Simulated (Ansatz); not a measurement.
C₂H, charge -1, singlet, at a GFN2-xTB geometry (a gas-phase anion, which may not be bound at this level). Base run: Ansatz (a quantum-chemistry and plane-wave program) with PBE0/pcseg-1.

Here is a job for Ansatz.
Ansatz 0.2 input:
```yaml
crystal:
  periodic: [false, false, false]
  atoms:
    - {symbol: C, position_ang: [-0.00000000, -0.00000000, -0.47996454]}
    - {symbol: C, position_ang: [0.00000000, 0.00000000, 0.74605881]}
    - {symbol: H, position_ang: [-0.00000000, -0.00000000, -1.59656562]}
basis:
  gaussian:
    orbitals: pcseg-1.json
hamiltonian:
  xc: pbe0
total_charge: -1
```
The basis file holds pcseg-1 in the JSON format of the Basis Set Exchange.

Each row names what was changed in the base input (with any setting that the change needs).

```json
[
 {"change": "base", "basis functions": "33", "E (Eh)": "-76.58858"},
 {"change": "basis = jorge-DZP-DKH; relativity = spin-free X2C; nucleus = Gaussian", "basis functions": "35", "E (Eh)": "-76.63709"},
 {"change": "basis = cc-pVDZ-DK; relativity = spin-free X2C; nucleus = Gaussian", "basis functions": "33", "E (Eh)": "-76.62854"},
 {"change": "basis = cc-pVDZ-DK; relativity = spin-free X2C", "basis functions": "33", "E (Eh)": "-76.62855"},
 {"change": "basis = jorge-DZP-DKH; relativity = none", "basis functions": "35", "E (Eh)": "-76.60637"},
 {"change": "basis = x2c-TZVPall; relativity = none", "basis functions": "68", "E (Eh)": "-76.63606"},
 {"change": "basis = cc-pVDZ-DK; relativity = none", "basis functions": "33", "E (Eh)": "-76.59725"},
 {"change": "basis = x2c-TZVPall; relativity = spin-free X2C; nucleus = Gaussian", "basis functions": "68", "E (Eh)": "-76.66715"},
 {"change": "basis = x2c-TZVPall; relativity = spin-free X2C", "basis functions": "68", "E (Eh)": "-76.66715"},
 {"change": "basis = jorge-DZP-DKH; relativity = spin-free X2C", "basis functions": "35", "E (Eh)": "-76.63710"}
]
```

Totals shift with the method and basis; they matter in differences.

Ansatz warned in this series: the basis is contracted for relativity, which the run leaves out.

A gas-phase anion may not be bound at this level; its values then depend on the basis.

Basis sets contracted for a relativistic Hamiltonian are a mismatch without it, so the rows without relativity aren't non-relativistic limits. No row has spin-orbit coupling; sets with core potentials leave out the core electrons.
